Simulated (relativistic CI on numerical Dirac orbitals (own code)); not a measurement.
One change at a time: Ba24+

Base calculation: Dirac-Coulomb-Breit CI, orbitals from a KLI potential per configuration, model QED (radiative potential, 1s self-energy scaled to tabulated hydrogen-like ionisation energies), unscaled Slater integrals.

Configurations in the expansion (outside the closed core [Ar] 3d10): 4s²4p², 4s4p³, 4s²4p4d, 4p⁴, 4s4p²4d, 4s²4p4f, 4s4p²4f, 4p³4d, 4s4p4d², 4s²4d4f, 4p³4f, 4s²4p5s, 4p³5s, 4s²4p5p, 4p²4d4f, 4s4p4d5s, 4s4p4f², 4s4p²5s, 4s²4p5d, 4s²4f5s, 4s4p²5p, 4s²4p5f, 4s²4p5g, 4s4p²5d, 4s²4p6s, 4p²4f5s, 4s²4p6p, 4s²4d², 4s4d³, 4s4d²4f, 4p²4d², 4p4d³, 4p4d²4f, 4p4d²5s, 4s²4f², 4s4d4f², 4s4f³, 4p²4f², 4p4d4f², 4p4f³, 4p4f²5s, 4s4p4d4f, 4s4d4f5s, 4s²4d5s, 4s4d²5s, 4p²4d5s, 4p4d4f5s, 4p4d5s², 4s4p4f5s, 4s4f²5s, 4s4f5s², 4s²5s², 4s4d5s². Double excitations out of closed p, d and f shells are left out; levels of such configurations are missing from the list, as are those of other unlisted configurations, and high levels can miss mixing partners. These lack a partner that the ground configuration has and come out too high: 4s4p²5p, 4s4p²5d, 4s²4p5p, 4s²4p5d, 4s²4p5f.

Variants: (1) configuration mixing switched off. Shifts of the energy above 4s²4p² ³P0, in cm⁻¹, for the lowest level and the first level of each name with at least 55 % of one term (blank where a level changes its place among those of its configuration and J or its character, or is not in the variant):

| Level | Base | Δ(1) |
| --- | --- | --- |
| 4s²4p² ³P0 | 0 | 0 |
| 4s²4p² ³P1 | 141979 | -599 |
| 4s²4p² ¹D2 | 164158 | +1414 |
| 4s²4p² ³P2 | 322913 | +2994 |
| 4s²4p² ¹S0 | 374643 | +7667 |
| 4s4p³ ⁵S°2 | 567230 | -9874 |
| 4s4p³ ³D°3 | 746033 | +14472 |
| 4s4p³ ³P°0 | 792189 | +7310 |
| 4s4p³ ³P°1 | 811108 | +12235 |
| 4s²4p4d ³F°2 | 900968 | -12916 |
| 4s²4p4d ³F°3 | 964138 | -5296 |
| 4s²4p4d ³F°4 | 1088118 | -1274 |
| 4s²4p4d ³P°0 | 1122713 | -10159 |
| 4s²4p4d ³D°3 | 1130480 | -9508 |
| 4s²4p4d ³P°1 | 1137081 | -19164 |
| 4s²4p4d ¹F°3 | 1207201 | +5002 |
| 4s²4p4d ¹P°1 | 1227422 | -13066 |
| 4s4p²4d ⁵F1 | 1309458 | -17860 |
| 4s4p²4d ⁵D0 | 1427521 | -20753 |
| 4s4p²4d ⁵D1 | 1439443 | -28546 |
| 4s4p²4d ⁵F4 | 1448815 | -19241 |
| 4s4p²4d ⁵F5 | 1493127 | -14947 |

At this charge energies of transitions that change n are usually good to better than 1 %, and those within a shell (Δn = 0) to a few per cent.

Ionisation energy from the two ground configurations alone: base 808.163 eV. The NIST ASD value (theoretical) is 809 eV.

LS names give the leading component of a level, which can be under half, so a name can repeat, a term be missing and a line seem to break the LS rules.
